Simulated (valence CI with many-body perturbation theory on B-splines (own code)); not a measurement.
## From CI to CI+MBPT in Cs48+

Calculated by relativistic CI+MBPT: five valence electrons over a frozen Dirac-Fock core [He], radial functions for each j: 9 s, 9 p, 8 d, 6 f, 3 g, 1 h, with the one-electron correlation potential Σ1, the two-electron term Σ2, the three-electron term Σ3, Breit, model QED; selected CI, second order for the rest (own B-spline code, finite nucleus).

The last digits are not significant, and no measured levels were compared; by estimate large intervals hold to a few tenths of a per cent, small ones and those within an open d or f shell to about a per cent. Among the levels kept, up to 1200 cm⁻¹ of a level comes from second order outside the variational space, and about a tenth of that is noise between levels of different J, which matters for small intervals.

Each rung adds one term. CI alone is the Dirac-Coulomb CI over the frozen core; QED comes last and gives the full result, which names the levels. Energies are above (2s^2 2p1/2^2 2p3/2) J=3/2 on the same rung, in eV.

Levels are named by their leading jj configuration (3d3/2^4 stands for four electrons in 3d with j = 3/2), which in mixed levels can hold well under half, so a name can repeat and another be missing. Letters in brackets count levels of one name in rising energy.

| Level | CI alone |
| --- | --- |
| (2s^2 2p1/2 2p3/2^2) J=3/2 | 355.7 |
| (2s^2 2p1/2 2p3/2^2) J=5/2 | 379.9 |
| (2s^2 2p1/2 2p3/2^2) J=1/2 | 407.2 |
| (2s 2p1/2^2 2p3/2^2) J=5/2 | 582.6 |
| (2s 2p1/2^2 2p3/2^2) J=1/2 | 649.3 |
| (2s 2p1/2^2 2p3/2^2) J=3/2 | 653.7 |
| (2s^2 2p3/2^3) J=3/2 | 765.6 |
| (2s 2p1/2 2p3/2^3) J=3/2 [a] | 956.7 |
| (2s 2p1/2 2p3/2^3) J=5/2 | 993.6 |
| (2s 2p1/2 2p3/2^3) J=1/2 | 1027.9 |
| (2s 2p1/2 2p3/2^3) J=3/2 [b] | 1041.3 |
| (2p1/2^2 2p3/2^3) J=3/2 | 1288.1 |
| (2s 2p3/2^4) J=1/2 | 1400.6 |
| (2p1/2 2p3/2^4) J=1/2 | 1665.4 |
| (2s^2 2p1/2^2 3s) J=1/2 | 4758.9 |
| (2s^2 2p1/2^2 3p1/2) J=1/2 | 4826.5 |

Question: What do these energies become with core correlation, Breit and QED?

Answer: (2s^2 2p1/2 2p3/2^2) J=3/2 350.9 (-4.75); (2s^2 2p1/2 2p3/2^2) J=5/2 371.2 (-8.69); (2s^2 2p1/2 2p3/2^2) J=1/2 403.4 (-3.80); (2s 2p1/2^2 2p3/2^2) J=5/2 574.6 (-8.05); (2s 2p1/2^2 2p3/2^2) J=1/2 645.0 (-4.31); (2s 2p1/2^2 2p3/2^2) J=3/2 646.6 (-7.12); (2s^2 2p3/2^3) J=3/2 755.5 (-10.12); (2s 2p1/2 2p3/2^3) J=3/2 [a] 946.0 (-10.70); (2s 2p1/2 2p3/2^3) J=5/2 979.0 (-14.60); (2s 2p1/2 2p3/2^3) J=1/2 1017.0 (-10.92); (2s 2p1/2 2p3/2^3) J=3/2 [b] 1028.1 (-13.23); (2p1/2^2 2p3/2^3) J=3/2 1275.3 (-12.77); (2s 2p3/2^4) J=1/2 1385.2 (-15.43); (2p1/2 2p3/2^4) J=1/2 1647.5 (-17.82); (2s^2 2p1/2^2 3s) J=1/2 4756.5 (-2.42); (2s^2 2p1/2^2 3p1/2) J=1/2 4824.1 (-2.40).

Question: How does the ionisation energy move along the ladder, and which term matters most?

Answer: CI alone 8732.3, + Σ1 8732.6, + Σ2 8732.7, + Σ3 8732.6, + Breit 8726.8, + QED 8726.3 eV. The largest step is Breit, -5.8 eV. NIST lists 8726 ± 4 eV (theoretical).
